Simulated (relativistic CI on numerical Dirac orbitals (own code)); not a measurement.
# Tc6+ (4d) in a crystal field

Calculated by Dirac-Coulomb-Breit CI, separate exchange-only KLI orbitals for each configuration, QED by a radiative potential, valence Slater integrals scaled by 0.7, one configuration in a parametric crystal field (own radial code).

Field parameters in Wybourne normalisation: Oh B⁴₀ = 21Dq, B⁴₄ = √(5/14) B⁴₀. The field is a parameter set, without covalency.

S is read from ⟨S²⟩ = S(S + 1).

Site symmetry Oh; labels are those of the double group. Computed levels in cm⁻¹ above the lowest, in rising order:

```json
{"Δ (size of 10Dq)": "8500", "Lowest": "Γ8", "No. 2": "2242 Γ7", "No. 3": "9704 Γ8"}
{"Δ (size of 10Dq)": "15350", "Lowest": "Γ8", "No. 2": "2128 Γ7", "No. 3": "16325 Γ8"}
{"Δ (size of 10Dq)": "22150", "Lowest": "Γ8", "No. 2": "2081 Γ7", "No. 3": "23031 Γ8"}
{"Δ (size of 10Dq)": "28950", "Lowest": "Γ8", "No. 2": "2055 Γ7", "No. 3": "29780 Γ8"}
{"Δ (size of 10Dq)": "35800", "Lowest": "Γ8", "No. 2": "2039 Γ7", "No. 3": "36597 Γ8"}
{"Δ (size of 10Dq)": "42600", "Lowest": "Γ8", "No. 2": "2028 Γ7", "No. 3": "43375 Γ8"}
```

Ground-state S against |10Dq| in cm⁻¹: 8500: 0.50, 15350: 0.50, 22150: 0.50, 28950: 0.50, 35800: 0.50, 42600: 0.50.

No abrupt spin change occurs in this range.
